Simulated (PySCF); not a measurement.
Spectrum to structure. Computed with TDDFT wB97X-D/def2-SVPD, vertical, gas phase, core orbitals frozen in the response (PySCF). Geometries: GFN2-xTB, one conformer each.

```tsv
state	ν̃ (cm⁻¹)	f	main configurations (H = HOMO, L = LUMO)
S1	48240	0.0035	H-1→L (59%), H-4→L (28%), H-2→L (8%)
S2	52970	0.0011	H→L (63%), H→L+3 (11%)
S3	54460	0.0089	H-2→L (61%), H-1→L (17%)
S4	56100	0.0013	H→L+3 (30%), H→L (29%), H→L+4 (12%)
S5	56790	0.0044	H-1→L+2 (34%), H-1→L+1 (22%), H→L+1 (9%)
S6	57690	0.016	H→L+1 (36%), H→L+2 (28%)
S7	59290	0.015	H-4→L (26%), H-3→L (23%), H-2→L (14%)
S8	60320	0.019	H-1→L+3 (47%), H-1→L+1 (18%), H-3→L (10%)
```

Task: Which candidate is it? All have the formula C4H8O3Si.
A. `COC[Si@H]1COC1=O`
B. `O=COC[SiH]1COC1`
C. `C=C(OC)C(=O)O[SiH3]`

Result: B. Its S1, at 5.98 eV, is the highest among the candidates; the nearest of the others has S1 at 5.25 eV. S1 is HOMO-1→LUMO (59%), HOMO-4→LUMO (28%), HOMO-2→LUMO (8%). Löwdin shares by element: HOMO oxygen 59% or more, carbon 20% or more, hydrogen 6% or more (atoms not listed hold the other 15%); LUMO oxygen 46% or more, carbon 41% or more, hydrogen 7% or more. At the same level the other candidates give, for their lowest levels:
- `COC[Si@H]1COC1=O`: 4.85 eV (f 0.006); 6.03 eV (f 0.024); 6.45 eV (f 0.022); 6.62 eV (f 0.064); 7.11 eV (f 0.019); T1 4.21 eV; HOMO -9.27, LUMO 1.00 eV
- `C=C(OC)C(=O)O[SiH3]`: 5.25 eV (f 0.000); 5.53 eV (f 0.173); 7.08 eV (f 0.044); 7.40 eV (f 0.063); 7.50 eV (f 0.002); T1 3.58 eV; HOMO -9.05, LUMO 0.54 eV

The values belong to the conformer `[O:1]=[CH:2][O:3][CH2:4][SiH:5]1[CH2:6][O:7][CH2:8]1`: O1–C2–O3–C4 -1°, C2–O3–C4–Si5 8°, O3–C4–Si5–C6 -171°.
Triplets come from the Tamm–Dancoff approximation.
